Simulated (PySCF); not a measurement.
Computed with PBE-D3(BJ)/def2-TZVP // M06-2X/def2-TZVP in PySCF 2.14.0. Isolated molecules, 0 K electronic values unless said otherwise. One relaxed conformer stands for a flexible species; it need not be the lowest. Excitations are Tamm–Dancoff values on a coarser integration grid. The basis has no diffuse functions, so Rydberg states are missing or too high.

Reference species (SMILES): `BC(=C)CC` (neutral, multiplicity 1).

- LUMO: -2.92 eV
- T1 excitation (TDA): 3.33 eV
- HOMO: -6.90 eV
- brightest of the four lowest singlets (TDA): 5.41 eV

After one change: the LUMO rises by 0.25 eV; the T1 excitation (TDA) drops by 0.12 eV; the HOMO increases by 0.38 eV; the brightest of the four lowest singlets (TDA) decreases by 0.04 eV.

Question: Name the change that produced these shifts. The new species is one of these.
A) `B/C=C/CC`
B) `B/C(C)=C\C`
C) `B/C=C\CC`
D) `B/C(C)=C/C`

Answer: D, `B/C(C)=C/C`
